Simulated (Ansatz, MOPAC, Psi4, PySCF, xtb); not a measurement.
Complex: SiH4 (SMILES [SiH4]) (first 5 atoms) with H2 (SMILES [H][H]); geometry from B3LYP-D3(BJ)/def2-TZVP, rigid monomers moved along the line of their centres of mass till Si1···H6 is 3.04 Å.
(charge 0, multiplicity 1):
```xyz
7

Si     0.04975     0.05633    -0.01269
H      0.11788     0.14423    -1.48874
H     -1.33638    -0.25747     0.40140
H      0.45894     1.34967     0.57992
H      0.95838    -1.01140     0.46238
H     -0.08764    -0.10172     3.02209
H     -0.12777    -0.14138     3.76373
```

Monomers are frozen at their geometry in the pair; levels with a basis set take the counterpoise correction. Rows marked so take none.

Correlated levels freeze the cores. Rows in 3-21G, 6-31G* carry no dispersion term and start afresh at each structure (6-31G* with six Cartesian d functions). MP2/6-31G* freezes PySCF's default core. The state that PM7 reach isn't checked; PM7 holds dispersion and hydrogen-bond terms.

Programs: Ansatz (Gaussian orbitals); MOPAC for PM7 (differences of heats of formation); Psi4 for SAPT; PySCF for 3-21G rows, 6-31G* rows; xtb for the GFN methods. Values without a source in brackets are computed.

```
level                          interaction energy (kcal/mol)
-----------------------------  -----------------------------
PM7                                                     1.82
GFN1-xTB                                               -1.39
GFN2-xTB                                               -0.79
BP86/6-31G* (no counterpoise)                           0.74
B3LYP/3-21G (no counterpoise)                           0.01
MP2/6-31G*                                        (withheld)
MP2/aug-cc-pV(D+d)Z                                     0.16
CCSD/aug-cc-pV(D+d)Z                                    0.19
SAPT0/jun-cc-pV(D+d)Z                             (withheld)
```

Problem. Some entries are withheld; supply them.

Solution. 
- MP2/6-31G*, interaction energy (kcal/mol): 0.51
- SAPT0/jun-cc-pV(D+d)Z, interaction energy (kcal/mol): 0.40

Ansatz is a quantum-chemistry and plane-wave program.
